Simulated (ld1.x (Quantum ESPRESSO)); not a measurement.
# Ranking ultrasoft potentials for H (Z = 1)

All share these settings but for the change named:

| Item | Value |
| --- | --- |
| Element | hydrogen |
| Generator | ld1.x (Quantum ESPRESSO) 7.5 |
| Type | ultrasoft |
| Functional | LDA (PZ) |
| Relativity | non-relativistic |
| Frozen core | none |
| Valence charge | 1 |
| Reference configuration | 1s1 |
| Partial waves | 1s (bound): rcut 1.25, rcutus 1.45 bohr; 1s channel at 0.8 Ry: rcut 1.25, rcutus 1.45 bohr; 2p channel at 0.3 Ry: rcut 1.30, rcutus 1.50 bohr; 2p channel at 0.65 Ry: rcut 1.30, rcutus 1.50 bohr |
| Local potential | all-electron potential smoothed inside 1.30 bohr (lloc = -1) |
| Core correction | none |
| Augmentation charge | PSQ, radius 1.00 bohr |

Cutoff: the first of the cutoffs (Ry, on a coarse ladder) from which the occupation-weighted sum of valence levels, in a spherical-Bessel basis at the reference potential, stays within 10 and 1 mRy of its value at 400 Ry; the density cutoff is not measured.

The base gives 10 Ry.

Of 9 variants that were run, those that failed, showed a ghost or another fault, or gave nearly equal values are left out.

A variant can come out equal or close to the base.

(1) Rank these variants from softest to hardest (loose cutoff).
A. waves 1s (bound): rcut 1.25, rcutus 1.56 bohr; 1s channel at 0.8 Ry: rcut 1.25, rcutus 1.56 bohr
B. waves 1s (bound): rcut 0.90, rcutus 0.96 bohr; 1s channel at 0.8 Ry: rcut 0.90, rcutus 0.96 bohr
C. waves 1s (bound): rcut 1.25, rcutus 1.68 bohr; 1s channel at 0.8 Ry: rcut 1.25, rcutus 1.68 bohr
D. waves 1s (bound): rcut 1.25, rcutus 2.00 bohr; 1s channel at 0.8 Ry: rcut 1.25, rcutus 2.00 bohr
E. waves 1s (bound): rcut 1.16, rcutus 1.22 bohr; 1s channel at 0.8 Ry: rcut 1.16, rcutus 1.22 bohr

## Answers

(1) D (6 Ry), C (8 Ry), A (10 Ry), E (15 Ry), B (18 Ry).
